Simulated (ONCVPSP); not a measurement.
lead (Pb), ONCV: configuration errors across variants

* Element: Pb
* Generator: ONCVPSP 4.0.1
* Type: optimised norm-conserving Vanderbilt (ONCV)
* Functional: revPBE
* Relativity: scalar-relativistic
* Frozen core: [Kr] 4d10 4f14
* Valence charge: 22
* Reference configuration: 5s2 5p6 5d10 6s1.75 6p2.25
* Partial waves: 5s+6s: rc 1.40 bohr, ncon 4, nbas 8, qcut 9.2 1/bohr, 2 projectors; 5p+6p: rc 1.65 bohr, ncon 4, nbas 8, qcut 9 1/bohr, 2 projectors; 5d: rc 1.45 bohr, ncon 4, nbas 7, qcut 12.2 1/bohr, 2 projectors, debl 1.4 Ha
* Local potential: polynomial inside 0.90 bohr (lpopt 4, dvloc0 3 Ha)
* Core correction: Teter function, fcfact 2.25, rcfact 1.45

All-electron excitation energies from the reference (eV): (1) 5s2 5p6 5d10 6s2 6p2 -2.148; (2) 5s2 5p6 5d10 6s2 6p1 4.340; (3) 5s2 5p6 5d10 6s2 6p0 17.666; (4) 5s2 5p6 5d10 6s1 6p0 49.933.

Errors AE − PS in meV (a dash: test not solved or not reliable):

```csv
change,(1),(2),(3),(4),bound ghosts,GHOST(+) flags above zero
base,+0.4,-2.4,-9.0,-25,none,s
"core correction Teter function, fcfact 1.4, rcfact 1.45",+0.4,-2.4,-9.0,-24,none,s
"local potential polynomial inside 0.90 bohr (lpopt 4, dvloc0 1 Ha)",+0.4,-2.4,-9.0,-25,none,s
p: qcut 5.9,+0.4,-2.4,-9.0,-25,none,s
core correction none,+0.4,-2.4,-8.9,-23,none,s
s: nbas 9,+0.4,-2.4,-9.0,-25,none,none
"core correction Teter function, fcfact 2.25, rcfact 1.54",+0.4,-2.4,-9.1,-25,none,s
```

Give the same row for: p: rc 1.12.

+0.4, -2.2, -7.9, -22; bound ghosts: none; GHOST(+) flags above zero: s.
